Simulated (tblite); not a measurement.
Species: C6H12B2OSi.
Numbering: `[BH2:1][c:2]1[cH:3][c:4]([SiH3:5])[o:6][c:7]1[B:8]([CH3:9])[CH3:10]` (hydrogens: H11, H12 on B1; H13 on C3; H14, H15, H16 on Si5; H17, H18, H19 on C9; H20, H21, H22 on C10)

Computed with GFN2-xTB (tblite), gas phase: L-BFGS steps from a force-field or distance-geometry start until the largest atomic force falls under 0.01 eV/Å.

The end geometry, which sets the zero of energy:
```
atom  x, y, z in Å
B1      0.3461    2.7225    0.1452
C2      0.6924    1.2353    0.0607
C3      2.0067    0.6971    0.1598
C4      1.9062   -0.6672    0.1451
Si5     3.1531   -2.0625    0.2101
O6      0.6029   -1.0079    0.0392
C7     -0.1477    0.1166   -0.0202
B8     -1.6785   -0.0462   -0.1775
C9     -2.5384    0.9955   -0.9856
C10    -2.3419   -1.3349    0.4470
H11     1.1861    3.5139   -0.0514
H12    -0.7234    3.0793    0.4525
H13     2.9152    1.2593    0.2483
H14     4.4789   -1.4625    0.3543
H15     3.0703   -2.8416   -1.0281
H16     2.8454   -2.9230    1.3547
H17    -2.0772    1.9746   -1.0708
H18    -2.6624    0.6216   -2.0031
H19    -3.5429    1.1156   -0.5856
H20    -3.3259   -1.5625    0.0453
H21    -2.4648   -1.1883    1.5213
H22    -1.7108   -2.2150    0.3371
```

**Question.** These geometries come from the run, each turned onto the end geometry. Order them by energy, lowest first.
A.
```
atom  x, y, z in Å
B1      0.3566    2.7495    0.4243
C2      0.7135    1.2794    0.2295
C3      2.0225    0.7170    0.1971
C4      1.8915   -0.6405    0.1149
Si5     3.1201   -2.0441   -0.0028
O6      0.5753   -0.9529    0.1069
C7     -0.1528    0.1818    0.1559
B8     -1.6795   -0.0126   -0.0843
C9     -2.4087    0.8115   -1.2175
C10    -2.4315   -1.2108    0.6295
H11     1.1864    3.5727    0.3820
H12    -0.7451    3.0567    0.6641
H13     2.9509    1.2539    0.2050
H14     4.4417   -1.4220    0.0656
H15     2.9460   -2.7699   -1.2694
H16     2.9220   -2.9597    1.1272
H17    -1.8408    1.6422   -1.6264
H18    -2.5954    0.1266   -2.0467
H19    -3.3875    1.1931   -0.9331
H20    -3.1577   -1.7010   -0.0160
H21    -2.9876   -0.8718    1.5048
H22    -1.7506   -1.9794    0.9877
```
B.
```
atom  x, y, z in Å
B1      0.3410    2.7407    0.4038
C2      0.6934    1.2813    0.1780
C3      1.9924    0.7001    0.1608
C4      1.8565   -0.6566    0.0912
Si5     3.1296   -2.0393    0.0059
O6      0.5302   -0.9543    0.0860
C7     -0.1771    0.1953    0.1432
B8     -1.7084    0.0864    0.0106
C9     -2.4155    0.8151   -1.1660
C10    -2.4266   -1.1396    0.6545
H11     1.1926    3.5295    0.3793
H12    -0.7361    3.0481    0.7179
H13     2.9215    1.2333    0.2157
H14     4.4554   -1.4214    0.0590
H15     2.9650   -2.7639   -1.2475
H16     2.9357   -2.9587    1.1236
H17    -1.8211    1.5584   -1.6730
H18    -2.5304   -0.0159   -1.8565
H19    -3.4139    1.1990   -1.0104
H20    -3.0579   -1.5594   -0.1155
H21    -3.0486   -0.9725    1.5235
H22    -1.6883   -1.8859    0.9141
```
C.
```
atom  x, y, z in Å
B1      0.2987    2.7060    0.3603
C2      0.6807    1.2391    0.1662
C3      2.0083    0.7214    0.2270
C4      1.9315   -0.6414    0.1559
Si5     3.1561   -2.0481    0.0283
O6      0.6283   -1.0020    0.0667
C7     -0.1359    0.1092    0.0461
B8     -1.6603   -0.0661   -0.1577
C9     -2.4157    0.8485   -1.1932
C10    -2.4166   -1.2128    0.6182
H11     1.1597    3.4987    0.3744
H12    -0.8039    3.0411    0.5650
H13     2.9025    1.3080    0.3097
H14     4.4974   -1.4749    0.0701
H15     2.9298   -2.7305   -1.2467
H16     2.9361   -2.9767    1.1370
H17    -1.8518    1.7229   -1.5077
H18    -2.6035    0.2522   -2.0878
H19    -3.3904    1.1745   -0.8376
H20    -3.1934   -1.6869    0.0213
H21    -2.9157   -0.7761    1.4854
H22    -1.7524   -1.9865    0.9971
```
D.
```
atom  x, y, z in Å
B1      0.3384    2.7089    0.1937
C2      0.6916    1.2272    0.0617
C3      2.0090    0.6932    0.1494
C4      1.9151   -0.6709    0.1125
Si5     3.1727   -2.0564    0.1779
O6      0.6117   -1.0176    0.0072
C7     -0.1429    0.1043   -0.0305
B8     -1.6771   -0.0529   -0.1777
C9     -2.5218    0.9718   -1.0221
C10    -2.3751   -1.3027    0.4895
H11     1.1926    3.5029    0.0964
H12    -0.7506    3.0537    0.4361
H13     2.9147    1.2598    0.2431
H14     4.4917   -1.4391    0.3184
H15     3.1037   -2.8429   -1.0554
H16     2.8722   -2.9136    1.3277
H17    -2.0532    1.9453   -1.1235
H18    -2.6329    0.5801   -2.0338
H19    -3.5296    1.1005   -0.6336
H20    -3.3394   -1.5480    0.0494
H21    -2.5541   -1.0925    1.5459
H22    -1.7474   -2.1914    0.4659
```
E.
```
atom  x, y, z in Å
B1      0.3267    2.6806    0.2687
C2      0.6892    1.2061    0.1091
C3      2.0030    0.6668    0.2040
C4      1.9112   -0.6935    0.1116
Si5     3.1999   -2.0505    0.1092
O6      0.6076   -1.0335   -0.0266
C7     -0.1437    0.0902   -0.0415
B8     -1.6802   -0.0512   -0.1950
C9     -2.5049    0.9369   -1.1009
C10    -2.4018   -1.2367    0.5548
H11     1.1828    3.4783    0.2672
H12    -0.7795    3.0172    0.4316
H13     2.9062    1.2276    0.3309
H14     4.5035   -1.3956    0.2148
H15     3.1086   -2.8045   -1.1429
H16     2.9908   -2.9473    1.2490
H17    -2.0106    1.8874   -1.2784
H18    -2.6388    0.4656   -2.0758
H19    -3.5053    1.1239   -0.7162
H20    -3.2951   -1.5954    0.0486
H21    -2.7311   -0.8676    1.5277
H22    -1.7492   -2.0850    0.7481
```

**Answer.** D (0.003 eV), E (0.011 eV), C (0.038 eV), A (0.083 eV), B (0.257 eV).

In the order of the answer:

```csv
step,E above end (eV),largest force (eV/Å),rms force component (eV/Å),rms distance from end (Å),rms bond change (Å),bond most changed (Å)
94,0.003,0.05,0.016,0.064,0.001,C7–B8 +0.002
75,0.011,0.05,0.013,0.184,0.001,C7–B8 +0.003
28,0.038,0.09,0.027,0.309,0.002,O6–C7 -0.005
14,0.083,0.18,0.053,0.345,0.003,C7–B8 +0.010
4,0.257,0.46,0.144,0.372,0.009,B8–C9 -0.020
```

What follows is the cost of the whole relaxation. On Arm Neoverse N1, one thread, shared host, this took 1.9 s.
